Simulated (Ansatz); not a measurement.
Computed with Ansatz on PBE0-D4/def2-TZVP structures; ΔE is electronic, products minus reactants. CBS: MP2 limit from def2 TZ/QZ plus the TZ coupled-cluster correction, frozen cores. This one scheme is used for every species. DFT in def2-TZVPP. One conformer a species, not always the lowest.

Consider the formal loss of a carbene: `BC(F)[SiH2]F` → `B[SiH2]F` + `[CH]F`.

```
       species  BHLYP-D4 energy (Eh)
`BC(F)[SiH2]F`            -555.19584
    `B[SiH2]F`            -416.62588
       `[CH]F`            -138.40668
```

(1) Work out ΔE.

(2) What do rigid-rotor, harmonic-oscillator terms from PBE0-D4/def2-TZVP frequencies (298.15 K, 1 bar) make of the CCSD(T)/CBS value? (Estimate.)

Largest T1 diagnostic among the species: 0.018.

Results:

(1) ΔE = (-416.62588) + (-138.40668) − (-555.19584) = 0.16328 Eh = +4.44 eV. CCSD(T)/CBS gives +4.38 eV.

(2) Computed: ΔZPE = -0.23 eV, ΔH = +4.21 eV, ΔS = 168 J/(mol·K), ΔG = +3.69 eV. Modes under 50 cm⁻¹ make the entropy rough.

At CCSD(T), def2-SVP lies −0.12 eV from the extrapolated value and def2-TZVPP −0.08 eV. The D4 term adds +0.12 eV with B3LYP and +0.07 eV with PBE0; it sums over pairs of atoms, weighted by their polarisabilities, and B3LYP, whose exchange is more repulsive, gets the larger term. In def2-TZVPP, CCSD(T) changes the Hartree–Fock value by +0.48 eV (the triples alone add +0.05 eV) and MP2 by +0.82 eV.

B3LYP here is the variant with VWN-RPA as its local correlation; programs differ in this.
